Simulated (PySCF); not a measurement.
C4H5FO, SMILES FC1=COCC1.

The structure is a stationary point at r2SCAN-D4/def2-SVP. A frequency run showed that this geometry is not a minimum. Other conformers were not sampled.

All values below come from SMD-PBE0/6-31G* run with PySCF.

Solvation free energies are E(SMD) − E(gas) at the gas-phase geometry, for 1 M in both phases. In vacuum the dipole moment is 1.42 D.

```tsv
solvent	ΔG(solv) (kcal/mol)	its non-electrostatic (CDS) part	dipole (D)
water	-1.4	3.8	1.89
benzene	-3.1	-1.3	1.60
ethanol	-3.7	1.0	1.85
```
